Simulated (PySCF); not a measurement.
## Ions at one geometry of [PbCl3(NH3)]+

PySCF 2.14.0, RKS PBE0, Pb def2-SVP with ECP60, Cl def2-SVP, N def2-SVP, H def2-SVP; non-relativistic Hamiltonian with scalar-relativistic core potentials where named; density fitting; no spin-orbit coupling; singlets restricted, open shells unrestricted. The geometry is relaxed for charge +1, singlet, vacuum:

```xyz
8

Pb    0.0022   -0.0022    0.0022
Cl    1.3385    1.6983    1.0003
Cl   -1.6983   -1.0003    1.3385
Cl    1.0003   -1.3385   -1.6983
N    -1.3566    1.3566   -1.3566
H    -2.3385    1.3104   -1.0615
H    -1.0615    2.3385   -1.3104
H    -1.3104    1.0615   -2.3385
```

Energies count from the relaxed state; an electron taken off or put on is at rest in vacuum. Charges and spins are Mulliken's.

```csv
state,energy (eV),spin squared,charge on Pb1 (e),spin on Pb1 (e),dipole about the centre of mass (D)
"charge +1, singlet, vacuum",0.00,0.00,0.94,0.00,6.59
"charge 0, doublet, vacuum",-7.44,0.75,0.73,0.27,6.53
```

What does the state charge +2, doublet, vacuum give?

energy (eV) 15.95, spin squared 0.76, charge on Pb1 (e) 1.01, spin on Pb1 (e) -0.08, dipole about the centre of mass (D) 6.09.

With an electron taken off (doublet) the charges change, summed by element, by Pb +0.07 e, Cl +0.83 e, N +0.02 e, H +0.08 e. The vertical ionisation energy is 15.95 eV, against −ε(HOMO) = 13.95 eV of the relaxed state. The level lies 2.0 eV too high, as is usual for semilocal functionals and global hybrids, which keep a self-interaction error.

With an electron put on (doublet) the charges change, summed by element, by Pb -0.21 e, Cl -0.67 e, N -0.00 e, H -0.12 e. The vertical electron affinity is 7.44 eV, against −ε(LUMO) = 9.42 eV of the relaxed state.

Open shells may have lower solutions than those found.
